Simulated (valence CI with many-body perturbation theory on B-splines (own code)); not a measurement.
Forbidden lines of I¹⁴⁺

Level of theory: relativistic CI+MBPT: three valence electrons over a frozen Dirac-Fock core [Kr], a basis of 7 s, 7 p, 8 d, 6 f, 4 g, 1 h functions for each j, with the one-electron correlation potential Σ1, the two-electron term Σ2, the three-electron term Σ3, Breit, model QED; selected CI, second order for the rest, scaled by the run's own slope (own B-spline code, finite nucleus).

No measured spectrum was set against this ion. As an estimate, terms of the open shell hold to 2 to 4 % of their energy, and close levels can change places. Excitations out of the core, of the other parity, are not computed and may begin above about 61.6 eV (a cautious bound); beyond it only levels of the ground parity were kept, without lifetimes.

Lines 1 to 50 of 120 in falling wavelength, among levels below 496550 cm⁻¹, chosen from the decays that carry over 1 % of a level's rate. Wavelengths and rates use the calculated energies, so an error of 2000 cm⁻¹ moves a line at 9380 Å by 19 % and its rate by three times that or more. Electric multipoles are in the length gauge, E1 and E2 with the static RPA response of the core. S is in atomic units (e²a₀⁴ for E2 and M2, e²a₀⁶ for E3), for M1 in squared Bohr magnetons. Weak lines are less certain than strong ones. Lines between different terms over intervals too small for the method are left out, as are lines whose strength nearly cancels.

Names give the largest LS component (configuration and term), which can be under half, so a name can repeat, a term be missing and a line seem to break the LS rules; names also repeat where a configuration has a term twice. Letters in brackets count levels of one name in rising energy.

```tsv
λ vac (Å)	Upper	Lower	Type	A (s⁻¹)	S (a.u.)
28480	4d³ ⁴P_1/2	4d³ ⁴P_3/2	M1	1.28e+00	2.19e+00
16280	4d³ ⁴F_9/2	4d³ ⁴F_7/2	M1	4.77e+00	7.63e+00
11830	4d³ ⁴F_7/2	4d³ ⁴F_5/2	M1	2.25e+01	1.11e+01
10240	4d³ ⁴F_5/2	4d³ ⁴F_3/2	M1	3.61e+01	8.61e+00
9380	4d³ ²P_3/2	4d³ ²D_5/2 [a]	M1	4.29e+00	5.26e-01
8590	4d³ ²D_5/2 [a]	4d³ ²D_3/2 [a]	M1	1.33e+01	1.88e+00
6864	4d³ ²H_11/2	4d³ ²H_9/2	M1	2.20e+01	3.17e+00
6266	4d³ ⁴P_5/2	4d³ ⁴P_3/2	M1	4.11e+01	2.25e+00
5953	4d³ ²H_9/2	4d³ ⁴F_9/2	M1	5.68e+01	4.44e+00
5779	4d³ ⁴P_3/2	4d³ ⁴F_5/2	M1	1.16e+01	3.33e-01
5583	4d³ ²D_5/2 [a]	4d³ ⁴P_5/2	M1	8.77e+00	3.39e-01
5342	4d³ ²D_3/2 [a]	4d³ ⁴P_1/2	M1	2.86e+01	6.48e-01
5251	4d³ ²P_3/2	4d³ ²P_1/2	M1	5.02e+01	1.08e+00
4618	4d³ ²G_7/2	4d³ ⁴F_7/2	M1	4.55e+01	1.33e+00
4565	4d³ ²G_9/2	4d³ ²H_9/2	M1	1.07e+02	3.76e+00
4550	4d³ ²P_1/2	4d³ ⁴P_1/2	M1	1.54e+02	1.08e+00
4499	4d³ ²D_3/2 [a]	4d³ ⁴P_3/2	M1	1.35e+02	1.82e+00
4484	4d³ ²P_3/2	4d³ ²D_3/2 [a]	M1	1.05e+02	1.40e+00
4359	4d³ ²H_9/2	4d³ ⁴F_7/2	M1	5.20e+01	1.60e+00
4311	4d³ ²G_9/2	4d³ ²G_7/2	M1	1.07e+02	3.17e+00
4030	4d³ ⁴P_5/2	4d³ ⁴F_7/2	M1	4.82e+00	7.02e-02
3694	4d³ ⁴P_3/2	4d³ ⁴F_3/2	M1	5.63e+01	4.21e-01
3500	4d³ ²P_3/2	4d³ ⁴P_5/2	M1	9.53e+01	6.06e-01
3422	4d³ ²F_5/2	4d³ ⁴P_5/2	M1	2.71e+01	2.42e-01
3348	4d³ ²F_7/2	4d³ ⁴P_5/2	M1	1.44e+00	1.60e-02
3322	4d³ ²G_7/2	4d³ ⁴F_5/2	M1	1.19e+02	1.29e+00
3270	4d³ ⁴P_1/2	4d³ ⁴F_3/2	M1	1.11e+01	2.88e-02
3270	4d³ ⁴P_1/2	4d³ ⁴F_3/2	E2	2.74e-01	1.83e-01
3188	4d³ ²H_11/2	4d³ ⁴F_9/2	M1	2.79e+01	4.03e-01
3088	4d³ ²F_5/2	4d³ ²G_7/2	M1	1.93e+01	1.26e-01
3027	4d³ ²F_7/2	4d³ ²G_7/2	M1	3.66e+01	3.01e-01
3006	4d³ ⁴P_5/2	4d³ ⁴F_5/2	M1	5.92e+00	3.58e-02
2952	4d³ ²D_5/2 [a]	4d³ ⁴P_3/2	M1	1.58e+01	9.06e-02
2678	4d³ ²D_3/2 [b]	4d³ ²F_5/2	M1	8.59e+01	2.45e-01
2632	4d³ ²D_3/2 [b]	4d³ ²P_3/2	M1	8.46e+00	2.29e-02
2628	4d³ ²D_5/2 [b]	4d³ ²F_7/2	M1	8.27e+01	3.34e-01
2584	4d³ ²D_5/2 [b]	4d³ ²F_5/2	M1	1.60e+02	6.15e-01
2584	4d³ ²G_9/2	4d³ ⁴F_9/2	M1	1.44e+01	9.21e-02
2541	4d³ ²D_5/2 [b]	4d³ ²P_3/2	M1	1.56e+01	5.71e-02
2530	4d³ ²D_3/2 [a]	4d³ ⁴F_5/2	M1	1.36e+02	3.27e-01
2341	4d³ ²D_5/2 [a]	4d³ ⁴F_7/2	M1	1.38e+02	3.93e-01
2246	4d³ ²P_3/2	4d³ ⁴P_3/2	M1	1.18e+01	1.97e-02
2230	4d³ ²G_9/2	4d³ ⁴F_7/2	M1	3.16e+01	1.30e-01
2213	4d³ ²F_5/2	4d³ ⁴P_3/2	M1	1.53e+01	3.68e-02
2060	4d³ ²F_7/2	4d³ ⁴F_9/2	M1	5.59e+01	1.45e-01
2056	4d³ ²D_3/2 [b]	4d³ ²D_5/2 [a]	M1	1.30e+02	1.68e-01
2028	4d³ ²D_3/2 [a]	4d³ ⁴F_3/2	M1	6.32e+01	7.83e-02
1999	4d³ ²D_5/2 [b]	4d³ ²D_5/2 [a]	M1	1.24e+01	2.21e-02
1954	4d³ ²D_5/2 [a]	4d³ ⁴F_5/2	M1	2.66e+01	4.41e-02
1903	4d³ ²P_1/2	4d³ ⁴F_3/2	M1	6.00e+00	3.06e-03
```
